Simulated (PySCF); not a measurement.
Computed shifts of a molecule C₄H₉ClSi, PBE/pcSseg-1 run with PySCF, GIAO, gas phase, atoms alike by connectivity averaged where their shifts nearly agree, in ppm (number of nuclei): ²⁹Si: -69.7 (1). ¹³C: 50.4 (1), 22.1 (1), 20.5 (1), 12.3 (1). ¹H: 4.25 (3), 3.46 (1), 1.52 (1), 1.30 (1), 1.16 (1), 1.04 (1), 0.43 (1). References: ²⁹Si against TMS (σ = 335.4 ppm); ¹³C against TMS (σ = 182.0 ppm); ³⁵Cl against HCl (σ = 936.5 ppm); ¹H against TMS (σ = 31.49 ppm), references at their B3LYP-D3(BJ)/def2-TZVP geometries, non-relativistic (without spin–orbit terms, shifts of atoms bonded to Cl or Br come out too high). Geometry optimised at B3LYP-D3(BJ)/def2-SVP. The values are those of a single conformer.

Task: Identify the compound among the candidates.
A) C=C(Cl)C[SiH2]C
B) C/C([SiH3])=C(/C)Cl
C) [SiH3]C[C@@H]1C[C@@H]1Cl
D) C=C[Si](C)(C)Cl

Result: C, [SiH3]C[C@@H]1C[C@@H]1Cl
